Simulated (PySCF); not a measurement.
**1,1-difluorocyclohexane ax: full NMR table**

| Item | Value |
| --- | --- |
| Formula | C6H10F2 |
| SMILES | FC1(F)CCCCC1 |
| InChI | InChI=1S/C6H10F2/c7-6(8)4-2-1-3-5-6/h1-5H2 |
| Point group of the computed structure | Cs |
| Degrees of unsaturation | 1 |
| Carbon signals | 4 |
| Proton signals | 3 |

Mapped SMILES: `[F:1][C:2]1([F:3])[CH2:4][CH2:5][CH2:6][CH2:7][CH2:8]1`. Hydrogens are named by the atom that carries them.

Single conformer, relativity neglected, isolated molecule, equivalent nuclei averaged. σ from GIAO-B97-2/pcSseg-2; geometry from PBE0-D3(BJ)/def2-TZVP; PySCF 2.14.

Referencing at the same level of theory: 1H, 13C against TMS; CFCl3 for 19F.

| carbon | δC, type | δH (multiplicity) | HMBC from (2–3 bonds) | span of the C tensor (ppm) |
| --- | --- | --- | --- | --- |
| C2 | 130.5, C | – | H(C4)/H(C8), H(C5)/H(C7) | 40 |
| C4/C8 | 38.1, CH2 | 1.76 (m) | H(C4)/H(C8), H(C5)/H(C7), H(C6) | 20 |
| C5/C7 | 27.3, CH2 | 1.65 (m) | H(C4)/H(C8), H(C5)/H(C7), H(C6) | 17 |
| C6 | 29.0, CH2 | 1.42 (m) | H(C4)/H(C8), H(C5)/H(C7) | 7 |

Other nuclei:
```csv
atoms,nucleus,environment,δ (ppm),σ (ppm)
F1/F3,19F,fluorine of a CF2 group,-113.0,289.0
```

Carbon types of the structure: 1 × C, 5 × CH2, which accounts for all hydrogens. δC 130.5: fully substituted sp3 carbon bonded to 2 F; 2 electronegative neighbours deshield it. δC 38.1, 29.0, 27.3: sp3 CH2 in a ring; saturated and bonded to C and H only. δH 1.76, 1.65, 1.42: hydrogen on an sp3 CH2 in a ring.

Splittings by 19F in the carbon and heteronuclear signals aren't shown, as no couplings were computed. Shifts are as computed. Against solution values, carbons near 30 ppm lie about +3 ppm off and those near 130 ppm about +7 ppm. Of 1309 compounds with measured shifts, 239 miss one by over three times the rms of a fit or turn the order of signals round; such compounds aren't used in these exercises. Unscaled 19F shifts against computed CFCl3 carry errors that often reach 10 to 50 ppm. No couplings were computed; multiplicities are counted from neighbouring protons, with m where these are inequivalent, close in shift, in a saturated or five-membered ring or joined by F or P, and br s for small geminal =CH2 splittings.
